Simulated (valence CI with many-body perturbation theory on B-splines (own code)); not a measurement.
# Forbidden lines of Rb15+

Computed by valence CI with perturbative core correlation (CI+MBPT): four valence electrons over a frozen Dirac-Fock core [Ar], radial functions for each j: 9 s, 9 p, 10 d, 8 f, 5 g, 3 h, 1 i, with the one-electron correlation potential Σ1, the two-electron term Σ2, the three-electron term Σ3, Breit, model QED; selected CI, second order for the rest (own B-spline code, finite nucleus).

No measured spectrum was set against this ion. As an estimate, terms of the open shell hold to 2 to 4 % of their energy, and close levels can change places. Core correlation moves these levels by up to 8000 cm⁻¹, and in measured spectra 5 to 20 % of such shifts remained as error; rates that hang on mixing are uncertain with them. Only levels of the ground parity were solved; by the run's estimate the other parity begins above the list, which can be wrong where configurations are misplaced.

Lines 1 to 50 of 120 in falling wavelength, among levels below 307950 cm⁻¹, chosen from the decays that carry over 1 % of a level's rate. Wavelengths and rates use the calculated energies, so an error of 2000 cm⁻¹ moves a line at 12040 Å by 24 % and its rate by three times that or more. S is in atomic units (e²a₀⁴ for E2 and M2, e²a₀⁶ for E3), for M1 in squared Bohr magnetons. Weak lines are less certain than strong ones. Lines between different terms over intervals too small for the method are left out, as are lines whose strength nearly cancels.

Names give the largest LS component (configuration and term), which can be under half, so a name can repeat, a term be missing and a line seem to break the LS rules; names also repeat where a configuration has a term twice. Letters in brackets count levels of one name in rising energy.

```csv
λ vac (Å),Upper,Lower,Type,A (s⁻¹),S (a.u.)
32070,3d4 5D_1,3d4 5D_0,M1,1.55e+00,5.67e+00
24710,3d4 3H_6,3d4 3H_5,M1,1.18e+00,8.61e+00
23000,3d4 5D_2,3d4 5D_1,M1,4.50e+00,1.01e+01
20990,3d4 5D_3,3d4 5D_2,M1,4.89e+00,1.17e+01
20660,3d4 5D_4,3d4 5D_3,M1,3.00e+00,8.82e+00
17400,3d4 3G_5,3d4 3G_4,M1,2.29e+00,4.92e+00
14490,3d4 3H_5,3d4 3H_4,M1,6.88e+00,8.54e+00
12040,3d4 3G_4,3d4 3F_4 [a],M1,1.38e+00,8.05e-01
10670,3d4 3F_3 [a],3d4 3H_4,M1,5.61e+00,1.77e+00
7928,3d4 3G_3,3d4 3F_2 [a],M1,2.34e+01,3.02e+00
7900,3d4 3P_1 [a],3d4 3P_0 [a],M1,3.46e+01,1.89e+00
7242,3d4 3G_4,3d4 3F_3 [a],M1,6.17e+00,7.82e-01
7118,3d4 3G_5,3d4 3F_4 [a],M1,2.01e+01,2.96e+00
7002,3d4 3P_2 [a],3d4 3P_1 [a],M1,3.98e+01,2.54e+00
6906,3d4 3G_3,3d4 3F_3 [a],M1,2.71e+01,2.32e+00
6721,3d4 3F_4 [a],3d4 3H_4,M1,4.19e+01,4.25e+00
6532,3d4 3D_3,3d4 3P_2 [a],M1,8.36e+00,6.05e-01
6142,3d4 3G_4,3d4 3H_5,M1,7.43e+00,5.74e-01
5658,3d4 3D_2,3d4 3P_2 [a],M1,9.15e+00,3.07e-01
5562,3d4 3G_5,3d4 3H_6,M1,1.99e+01,1.40e+00
5363,3d4 1G_4 [a],3d4 3G_5,M1,2.23e+01,1.15e+00
4817,3d4 3D_1,3d4 3P_2 [a],M1,2.23e+01,2.77e-01
4540,3d4 3G_5,3d4 3H_5,M1,2.89e+01,1.10e+00
4446,3d4 1D_2 [a],3d4 3D_1,M1,2.96e+01,4.83e-01
4399,3d4 3F_4 [b],3d4 1F_3,M1,1.72e+01,4.90e-01
4314,3d4 3G_4,3d4 3H_4,M1,9.20e-01,2.46e-02
4216,3d4 1G_4 [a],3d4 3G_3,M1,6.74e+01,1.69e+00
4192,3d4 3G_3,3d4 3H_4,M1,2.13e+00,4.08e-02
4100,3d4 1G_4 [a],3d4 3G_4,M1,1.99e+01,4.57e-01
3952,3d4 3F_2 [b],3d4 1F_3,M1,4.49e+01,5.14e-01
3910,3d4 1D_2 [a],3d4 3D_2,M1,1.47e+01,1.63e-01
3731,3d4 3D_3,3d4 3F_3 [a],M1,8.28e+00,1.12e-01
3663,3d4 3D_2,3d4 3F_2 [a],M1,2.24e+01,2.04e-01
3579,3d4 1D_2 [a],3d4 3D_3,M1,6.09e+01,5.17e-01
3438,3d4 1I_6,3d4 3H_6,M1,5.68e+01,1.11e+00
3429,3d4 3D_2,3d4 3F_3 [a],M1,5.52e+00,4.12e-02
3399,3d4 3P_2 [b],3d4 1D_2 [a],M1,3.44e+01,2.50e-01
3291,3d4 3D_1,3d4 3F_2 [a],M1,1.91e+01,7.58e-02
3129,3d4 3D_2,3d4 3P_1 [a],M1,1.02e+01,5.77e-02
3059,3d4 1G_4 [a],3d4 3F_4 [a],M1,1.81e+02,1.73e+00
3018,3d4 1I_6,3d4 3H_5,M1,5.59e+01,7.41e-01
2854,3d4 3D_1,3d4 3P_1 [a],M1,6.89e+01,1.78e-01
2788,3d4 3F_2 [b],3d4 1D_2 [a],M1,2.67e+01,1.07e-01
2767,3d4 1F_3,3d4 3D_2,M1,2.45e+01,1.35e-01
2618,3d4 1G_4 [a],3d4 3F_3 [a],M1,4.34e+00,2.60e-02
2597,3d4 1F_3,3d4 3D_3,M1,8.72e+01,3.96e-01
2484,3d4 1D_2 [a],3d4 3G_3,M1,2.17e+01,6.17e-02
2459,3d4 1G_4 [a],3d4 3H_5,M1,5.06e+01,2.51e-01
2423,3d4 3H_4,3d4 5D_4,M1,4.05e+01,1.92e-01
2312,3d4 1D_2 [a],3d4 3P_2 [a],M1,6.86e+01,1.57e-01
```
